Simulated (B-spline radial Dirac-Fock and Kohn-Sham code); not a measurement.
These are calculated numbers from a B-spline atomic structure program; the model is the independent-particle Dirac-Slater model, thresholds from Dirac-Fock. Kinetic energies are from the vacuum level. Open shells are spread statistically over j, without multiplet splitting. Without correlation, outer binding energies are uncertain by a few eV, most for open f shells.

Q: A free atom or ion in its tabulated ground configuration is ionised with 685 eV photons and gives these photoelectron lines. Identify it and assign the lines.

```csv
kinetic energy (eV),relative cross section
21.72,5.4
106.3,22.3
291.5,27.7
307.2,44.0
509.0,2.2
544.5,77.2
547.5,100.0
547.8,1.7
562.2,5.0
612.8,1.6
614.4,2.5
```

A: Ir⁵⁺, [Xe] 4f14 5d4. Binding energies are hν less the kinetic energy: 4p1/2 663.3 eV, 4p3/2 578.7 eV, 4d3/2 393.5 eV, 4d5/2 377.8 eV, 5s 176.0 eV, 4f5/2 140.5 eV, 4f7/2 137.5 eV, 5p1/2 137.2 eV, 5p3/2 122.8 eV, 5d3/2 72.23 eV, 5d5/2 70.61 eV.

Q: A free atom or ion in its tabulated ground configuration is ionised with 4000 eV photons and gives these photoelectron lines. Identify it and assign the lines.

| kinetic energy (eV) | relative cross section |
| --- | --- |
| 867.4 | 38.6 |
| 1121.4 | 54.3 |
| 1237.9 | 100.0 |
| 3369.8 | 7.9 |
| 3467.9 | 7.1 |
| 3487.9 | 13.1 |
| 3661.0 | 3.2 |
| 3664.6 | 4.5 |
| 3849.1 | 1.5 |
| 3881.8 | 1.2 |
| 3885.0 | 2.1 |
| 3928.8 | 0.082 |
| 3929.1 | 0.12 |

A: Tc⁵⁺, [Kr] 4d2. Binding energies are hν less the kinetic energy: 2s 3132.6 eV, 2p1/2 2878.6 eV, 2p3/2 2762.1 eV, 3s 630.2 eV, 3p1/2 532.1 eV, 3p3/2 512.1 eV, 3d3/2 339.0 eV, 3d5/2 335.4 eV, 4s 150.9 eV, 4p1/2 118.2 eV, 4p3/2 115.0 eV, 4d3/2 71.25 eV, 4d5/2 70.86 eV.
